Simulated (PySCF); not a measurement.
Bi(Cl)2(SiH3) (BiCl₂H₃Si), SMILES [SiH3][Bi]([Cl])[Cl].

Geometry: r2SCAN-D4/def2-SVP. The structure was generated by enumeration; whether it is a known compound was not checked. The def2 effective core potentials stand for the cores of Bi; spin–orbit coupling is left out.

All values below come from B3LYP/def2-TZVP run with PySCF.

The molecule is in vacuum.

```json
{
  "total_energy": "-1426.58362 hartree",
  "point_group": "Cs",
  "highest_occupied_level": "-7.21 eV",
  "lowest_empty_level": "-2.67 eV",
  "orbital_gap": "4.54 eV",
  "dipole_moment": "3.87 D",
  "quadrupole, principal values (traceless, Buckingham form, about the centre of nuclear charge)": "-7.37, 1.03, 6.34 D·Å",
  "mean_static_polarisability": "101.4 bohr³ (15.03 Å³)",
  "polarisability_principal_values": "84.6, 105.8, 113.9 bohr³"
}
```
